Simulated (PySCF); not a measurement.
GaHO, SMILES [OH][Ga] (connectivity only; charge and spin as stated), neutral, multiplicity 1. Atoms are numbered in the order given.

```xyz
3

Ga     0.0000     0.0000    -0.4290
O      0.0000     0.0000     1.3703
H      0.0000     0.0000     2.3354
```
Charge 0, spin multiplicity 1.

Geometry: PBE-D3(BJ)/def2-TZVP. A frequency run showed that this geometry is not a minimum.

Method: IEF-PCM-ωB97X/def2-TZVPD (PySCF 2.14.0).

The values are the electrostatic part of the solvation free energy, E(continuum) − E(gas) at the gas-phase geometry, in a cavity of scaled van der Waals radii (PySCF's table); cavitation and dispersion terms are not included. A continuum can't describe solvent molecules that bind to the metal. In vacuum the orbital gap is 10.69 eV. The dipole moment in vacuum is 0.08 D.

Computed values in water (ε = 78.36), 2-propanol (ε = 19.26), dichloromethane (ε = 8.93):
```
solvent              ε  ΔG(elec) (kcal/mol)  dipole (D)  gap (eV)
---------------  -----  -------------------  ----------  --------
water            78.36                 -3.8        0.19     10.73
2-propanol       19.26                 -3.5        0.18     10.73
dichloromethane   8.93                 -3.2        0.17     10.73
```
